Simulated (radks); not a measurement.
Values are calculated unless marked as measured or tabulated.
The nuclear charge of the europium ion Eu2+ is varied continuously with 61 electrons held in [Xe] 4f7. Level of theory: Dirac Kohn-Sham, PBE, spin-unpolarised, spherical densities, point nucleus; open shells fill j = l - 1/2 first (a radial shooting solver on a logarithmic mesh with Libxc functionals). By the Hellmann-Feynman theorem dE/dZ = E(electron-nucleus)/Z, the electronic potential at the nucleus.

| Z | E (hartree) | E(electron-nucleus)/Z (hartree) | HOMO | e(HOMO) (eV) | <r> HOMO (bohr) |
|---|---|---|---|---|---|
| 62.5 | -10641.6959 | -417.334 | 4f7/2 | -8.470 | 1.058 |
| 62.75 | -10746.3371 | -419.795 | 4f7/2 | -11.919 | 1.008 |
| 63 | -10851.5931 | -422.253 | 4f7/2 | -15.682 | 0.9680 |
| 63.25 | -10957.4634 | -424.710 | 4f7/2 | -19.712 | 0.9350 |
| 63.5 | -11063.9480 | -427.167 | 4f7/2 | -23.977 | 0.9065 |
| 63.75 | -11171.0472 | -429.626 | 4f7/2 | -28.458 | 0.8814 |
| 64 | -11278.7612 | -432.086 | 4f7/2 | -33.139 | 0.8588 |

The central difference of E at Z = 63 is -422.253 hartree, to compare with the third column; the second derivative is -9.83 hartree.
